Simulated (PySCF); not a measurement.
**Unknowns**

Relativity neglected, averaged over atoms made equivalent by symmetry, fast rotation or ring inversion, a single conformation, no solvent. Shieldings: GIAO PBE0/pcSseg-1; geometry: GFN2-xTB; PySCF.

Chemical shifts δ = σref − σ; ¹H, ¹³C against TMS, all at this level. Where no couplings were computed, multiplicities follow the n + 1 count of equivalent neighbours, and m marks all less simple cases (inequivalent or close neighbours, rings, F or P nearby). Acid and N–H amide carbonyl carbons lie up to 10 ppm further downfield in solution (hydrogen bonding). Shifts are as computed. Against solution values, carbons near 30 ppm lie about +3 ppm off and those near 130 ppm about +5 ppm (rms about the fit 2.1 ppm; single classes can miss by 10 ppm). Of 1328 compounds with measured shifts, 309 miss one by over three times the rms of a fit or turn the order of signals round; such compounds aren't used in these exercises. Signals without a measured value on file couldn't be tested in this way; 1H shifts scatter by 0.2 ppm about their fit, and single ones miss by 0.5 ppm. OH and NH positions are gas-phase values without hydrogen bonding to other molecules.

Task: C6H8O2. ¹H NMR (300 MHz, computed): δ 6.18 (br s, 1H), 2.66 (sept, 1H), 1.32 (d, 6H). ¹³C{¹H} NMR (computed): δ 158.3 (C), 103.5 (C), 78.0 (C), 24.4 (CH3), 23.3 (CH). What is it?

Result: SMILES CC(C)C#CC(=O)O. The formula gives 3 degrees of unsaturation (no ring in the answer). 5 carbon signals for 6 carbons: some carbons are equivalent by symmetry or fast rotation. Carbon types of the structure: 3 × C, 1 × CH, 2 × CH3, leaving 1 H on heteroatoms. δC 158.3: carboxylic acid carbon; lone-pair donation from the attached heteroatom keeps it upfield of a ketone carbonyl. δC 103.5, 78.0: alkyne carbon; sp carbons lie upfield of alkene carbons because the cylindrical π system leaves one tensor component strongly shielded. δC 24.4: methyl carbon; a saturated carbon with 1 carbon neighbour and no heteroatom attached. δC 23.3: propargylic sp3 CH; a saturated carbon with 3 carbon neighbours and no heteroatom attached.

This is the structure that produced the data.

Task: C6H8O2. ¹H NMR (300 MHz, computed): δ 7.57 (m, 1H), 7.44 (m, 1H), 6.85 (m, 1H), 4.63 (s, 2H), 3.26 (s, 3H). ¹³C{¹H} NMR (computed): δ 148.7 (CH), 146.4 (CH), 130.8 (C), 118.2 (CH), 69.0 (CH2), 57.8 (CH3). What is it?

Result: `COCc1ccoc1`. Rings plus π bonds: 3 (1 ring in the answer). 6 carbon signals for 6 carbons: no two carbons are equivalent. Carbon types of the structure: 1 × C, 3 × CH, 1 × CH2, 1 × CH3, which accounts for all hydrogens. δC 148.7, 146.4: aromatic CH next to the ring oxygen. δC 130.8: substituted aromatic carbon. δC 118.2: aromatic CH. δC 69.0: sp3 CH2 bonded to O, on an aromatic ring; deshielded by the electronegative neighbour.

The shifts were computed for this structure.
